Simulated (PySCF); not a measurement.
A PySCF script (with the pyscf-properties extension) for the NMR shieldings of SMILES C(=C)[C@@H]1C[NH][AlH][NH]1, C$_{4}$H$_{9}$AlN$_{2}$, on a GFN2-xTB geometry:

```python
import basis_set_exchange as bse
import numpy as np
from pyscf import gto, dft
from pyscf.prop import nmr

atoms = """
C     2.220351   -1.157412   -0.368818
C     1.143880   -0.398102   -0.435018
C     0.084553   -0.289809    0.618918
C    -1.289619   -0.627141   -0.005240
N    -1.823591    0.555729   -0.680737
Al   -0.993098    1.975743   -0.002778
N     0.045586    1.083635    1.138036
H     2.962461   -1.172391   -1.149269
H     2.402759   -1.804873    0.473876
H     0.963502    0.262104   -1.278209
H     0.289224   -1.002672    1.427758
H    -1.962375   -0.966192    0.793128
H    -1.156791   -1.459710   -0.708075
H    -2.614561    0.321536   -1.262978
H    -1.074375    3.438779   -0.366714
H     0.794496    1.249719    1.794707
"""
names = dict.fromkeys(["C", "N", "Al", "H"], "pcSseg-1")
basis = {el: gto.basis.parse(bse.get_basis(n, elements=[el], fmt="nwchem")) for el, n in names.items()}
mol = gto.M(atom=atoms, basis=basis, charge=0, verbose=0)
mf = dft.RKS(mol, xc="PBE0")
mf.grids.level = 2
mf.grids.alignment = dft.numint.BLKSIZE   # the property module wants whole blocks of grid points
mf.conv_tol = 1e-9
mf.kernel()

calc = nmr.RKS(mf)   # GIAO
C = mf.mo_coeff
Co = C[:, mf.mo_occ > 0]
resp = mf.gen_response(singlet=True, hermi=2)
def vind(x):   # induced exchange potential for any number of trial vectors
    d = np.einsum("pi,xij,qj->xpq", C, 2 * x.reshape(-1, C.shape[1], Co.shape[1]), Co, optimize=True)
    return np.einsum("xpq,pi,qj->xij", resp(d - d.transpose(0, 2, 1)), C, Co, optimize=True).ravel()
mo1, _ = nmr.rhf.solve_mo1(calc, with_cphf=vind)
sigma = calc.kernel(mo1)
for i, s in enumerate(sigma):   # ppm
    w = np.linalg.eigvalsh((s + s.T) / 2)
    print("%2d %-2s iso %8.1f  s11 %8.1f  s22 %8.1f  s33 %8.1f" % (i, mol.atom_pure_symbol(i), w.mean(), *w))
```

Problem. What are the results?

Solution. 
```
 0 C  iso     74.1  s11    -30.2  s22     91.2  s33    161.4
 1 C  iso     30.9  s11    -95.1  s22     42.2  s33    145.6
 2 C  iso    124.2  s11    111.8  s22    121.4  s33    139.4
 3 C  iso    132.6  s11    122.5  s22    130.6  s33    144.8
 4 N  iso    226.1  s11    195.2  s22    219.7  s33    263.5
 5 Al iso    392.1  s11    343.9  s22    363.4  s33    469.1
 6 N  iso    202.4  s11    167.3  s22    214.5  s33    225.4
 7 H  iso     26.8  s11     24.1  s22     25.4  s33     30.9
 8 H  iso     26.7  s11     23.2  s22     25.7  s33     31.0
 9 H  iso     25.3  s11     20.8  s22     24.5  s33     30.4
10 H  iso     28.2  s11     25.4  s22     26.3  s33     33.1
11 H  iso     27.9  s11     22.1  s22     27.0  s33     34.6
12 H  iso     28.5  s11     24.8  s22     27.6  s33     33.3
13 H  iso     30.6  s11     23.1  s22     27.5  s33     41.2
14 H  iso     27.5  s11     24.0  s22     24.0  s33     34.5
15 H  iso     30.1  s11     23.3  s22     27.6  s33     39.3
```

These numbers come from an equivalent density-fitted implementation of the same equations, which agrees with the script to about 0.01 ppm for H and up to a few tenths of a ppm for heavy atoms, so last digits may differ.

Size and cost of the density-fitted run: 171 basis functions, 42 s wall time on 1 thread of an Arm Neoverse N1, shared host; peak memory 0.85 GiB.
